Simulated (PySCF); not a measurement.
CH₆O₃Si₂, SMILES O=CO[SiH2][SiH2]O.

Geometry: PBE0-D3(BJ)/def2-SVP. This is a generated structure with no PubChem entry under its InChIKey; it may be hypothetical. The values are those of a single conformer.

These are TDA-CAM-B3LYP/def2-SVPD (PySCF) values and carry that method's errors.

Vertical excitations. Gas-phase values at a fixed geometry.

```csv
state,energy (eV),λ (nm),f,main pairs
S1,5.94,209,0.002,"HOMO−2→LUMO 54 %, HOMO−2→LUMO+1 23 %, HOMO−1→LUMO 11 %"
S2,6.40,194,0.031,"HOMO→LUMO+1 55 %, HOMO→LUMO 38 %"
S3,6.68,186,0.017,"HOMO→LUMO+2 69 %, HOMO→LUMO 17 %"
S4,6.85,181,0.017,"HOMO→LUMO 37 %, HOMO→LUMO+1 35 %, HOMO→LUMO+2 20 %"
S5,7.60,163,0.013,"HOMO−1→LUMO+2 48 %, HOMO−1→LUMO+1 25 %"
S6,7.75,160,0.025,HOMO→LUMO+3 79 %
S7,7.81,159,0.051,"HOMO→LUMO+4 32 %, HOMO−3→LUMO 20 %, HOMO−2→LUMO+1 14 %, HOMO−2→LUMO 9 %"
S8,7.91,157,0.012,"HOMO−3→LUMO+1 42 %, HOMO−3→LUMO 26 %, HOMO−1→LUMO+2 8 %, HOMO−1→LUMO 7 %"
S9,7.96,156,0.144,"HOMO→LUMO+4 42 %, HOMO−2→LUMO 15 %, HOMO−2→LUMO+1 14 %, HOMO−1→LUMO 7 %"
S10,8.08,153,0.138,"HOMO−1→LUMO 33 %, HOMO−3→LUMO 15 %, HOMO−1→LUMO+2 9 %, HOMO→LUMO+4 8 %"
T1,5.40,230,0,"HOMO−2→LUMO 51 %, HOMO−2→LUMO+1 22 %, HOMO−1→LUMO 12 %"
T2,5.59,222,0,"HOMO→LUMO+1 54 %, HOMO→LUMO 35 %"
T3,5.94,209,0,"HOMO→LUMO+2 59 %, HOMO→LUMO 11 %"
T4,6.03,206,0,"HOMO→LUMO+2 23 %, HOMO−3→LUMO 19 %, HOMO−4→LUMO 18 %, HOMO−3→LUMO+1 9 %"
```
Triplets are in the Tamm–Dancoff approximation.
